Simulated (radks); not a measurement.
Values are calculated unless marked as measured or tabulated.
Excited configurations of neutral ytterbium: one electron is placed in a higher orbital outside [Xe] 4f14 6s1. The ground configuration is [Xe] 4f14 6s2. Code: a radial shooting solver on a logarithmic mesh with Libxc functionals. Model: Dirac Kohn-Sham, LDA (Slater exchange, Perdew-Wang correlation), spin-unpolarised, spherical densities, point nucleus; open shells are shared between the two j in proportion to 2j + 1. Excitation = E - E(ground); binding = E(ion) - E, where the ion is the core of charge +1; n* = 1/sqrt(2 binding) in atomic units, and the quantum defect is n - n*. Eigenvalue and <r> are those of j = l + 1/2.

| outer orbital | excitation (eV) | binding (eV) | n* | quantum defect | eigenvalue (eV) | <r> (bohr) |
|---|---|---|---|---|---|---|
| 5f | 5.834 | 0.925 | 3.835 | 1.165 | -0.433 | 17.00 |
| 6p | 3.018 | 3.741 | 1.907 | 4.093 | -1.767 | 5.581 |
| 6d | 5.287 | 1.472 | 3.040 | 2.960 | -0.714 | 11.73 |
| 6f | 6.113 | 0.646 | 4.589 | 1.411 | -0.371 | 28.66 |
| 7s | 4.483 | 2.276 | 2.445 | 4.555 | -1.342 | 9.562 |
| 7d | 5.844 | 0.916 | 3.855 | 3.145 | -0.529 | 21.49 |
| 7f | 6.289 | 0.470 | 5.382 | 1.618 | -0.293 | 42.91 |

Estimate the row for 5d.

Answer. excitation (eV) 3.268; binding (eV) 3.491; n* 1.974; quantum defect 3.026; eigenvalue (eV) -0.763; <r> (bohr) 4.208. The Delta-SCF ionisation energy is 6.759 eV (NIST Atomic Spectra Database: 6.254 eV, measured). Self-interaction in the functional shifts the binding energies and quantum defects, so they are the method's values and not measured ones. Spin polarisation and multiplet splitting are left out, so open shells lie too high by an amount that depends on their filling.

Beside tabulated values, note that spin-unpolarised runs miss the spin-polarisation part of the exchange energy of open shells.
